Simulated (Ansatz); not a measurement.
`C[CH2][In]([F])[F]` and `C[S][In]([F])[F]` differ in one atom or group.

Ansatz, PBE0-D4/def2-TZVP geometries, multiplicity 1. Each molecule was computed in one conformer, which needn't be the lowest.

Elements past krypton have def2 core potentials.

| property | `C[CH2][In]([F])[F]` |
| --- | --- |
| LUMO energy (B3LYP/def2-TZVPP) / eV | -1.99 |
| size of the dipole moment (PBE/def2-TZVPP) / D | 4.87 |
| HOMO–LUMO gap (PBE/def2-TZVPP) / eV | 4.78 |
| HOMO–LUMO gap (ωB97M-V/def2-TZVPP) / eV | 10.97 |
| LUMO energy (PBE0/def2-TZVPP) / eV | -1.64 |
| HOMO energy (ωB97M-V/def2-TZVPP) / eV | -10.80 |

Task: Give the same properties after the change, and the shifts. (An estimate is asked.)

Result: Ansatz gave: 
| property | `C[S][In]([F])[F]` | shift |
| --- | --- | --- |
| LUMO energy (B3LYP/def2-TZVPP) / eV | -2.78 | -0.79 |
| size of the dipole moment (PBE/def2-TZVPP) / D | 3.63 | -1.24 |
| HOMO–LUMO gap (PBE/def2-TZVPP) / eV | 3.29 | -1.49 |
| HOMO–LUMO gap (ωB97M-V/def2-TZVPP) / eV | 9.51 | -1.46 |
| LUMO energy (PBE0/def2-TZVPP) / eV | -2.44 | -0.80 |
| HOMO energy (ωB97M-V/def2-TZVPP) / eV | -10.02 | 0.78 |

With PBE0 the HOMO rises by 0.78 eV and the LUMO falls by 0.80 eV, so the gap narrows by about 1.58 eV. PBE moves the HOMO by 0.70 eV and ωB97M-V by 0.78 eV. The zero-point energy changes by -67.7 kJ/mol with -6 modes. Dipoles are sizes alone; their direction can turn.

B3LYP here is the variant with VWN-RPA as its local correlation; programs differ in this.
